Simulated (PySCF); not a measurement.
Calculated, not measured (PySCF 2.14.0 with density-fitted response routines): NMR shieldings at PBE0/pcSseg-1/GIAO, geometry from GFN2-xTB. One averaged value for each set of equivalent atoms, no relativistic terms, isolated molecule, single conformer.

Shifts are taken against calculated references (same method and geometry level): ¹H, ¹³C vs TMS. Shifts are as computed. Against solution values, carbons near 30 ppm lie about +3 ppm off and those near 130 ppm about +5 ppm; carbons on Cl a further +6 ppm. Of 1309 compounds with measured shifts, 239 miss one by over three times the rms of a fit or turn the order of signals round; such compounds aren't used in these exercises. Carbons bonded to Cl come out too deshielded. OH and NH positions are gas-phase values without hydrogen bonding to other molecules.

Task: Order these molecules by the shift of their most shielded carbon, lowest δ first.
A. C#C[Si@@](F)(C#CC)C(Cl)Cl
B. C=CC/P=C\C
C. C#C[Si@@H](N)C(=C)F
D. C/C(=C/F)[SiH2]C#N

Result: A (5.6 ppm, propargylic methyl carbon), D (16.9 ppm, allylic methyl carbon), B (23.8 ppm, methyl carbon), C (89.4 ppm, alkyne carbon).

Task: Order these molecules by the shift of their most shielded carbon-bound hydrogen, lowest δ first.
A. N#CC/C(F)=C\[SiH3]
B. C#C[Si@@H](N)C(=C)F
C. C=CC/P=C\C

Result: B (1.90 ppm, hydrogen on a terminal alkyne carbon), C (2.38 ppm, hydrogen on a methyl carbon), A (3.19 ppm, hydrogen on an allylic sp3 CH2).

Task: How many ¹³C and ¹H signals does each give (equivalence by symmetry and fast rotation, but not about amide C–N or C=N bonds)? `C=CC/P=C\C`, `C#C[Si@@H](N)C(=C)F`, `C#C[Si@@](F)(C#CC)C(Cl)Cl`, `C/C(=C/F)[SiH2]C#N`, `N#CC/C(F)=C\[SiH3]`

Result: C=CC/P=C\C: 5 C, 6 H; C#C[Si@@H](N)C(=C)F: 4 C, 5 H; C#C[Si@@](F)(C#CC)C(Cl)Cl: 6 C, 3 H; C/C(=C/F)[SiH2]C#N: 4 C, 3 H; N#CC/C(F)=C\[SiH3]: 4 C, 3 H.
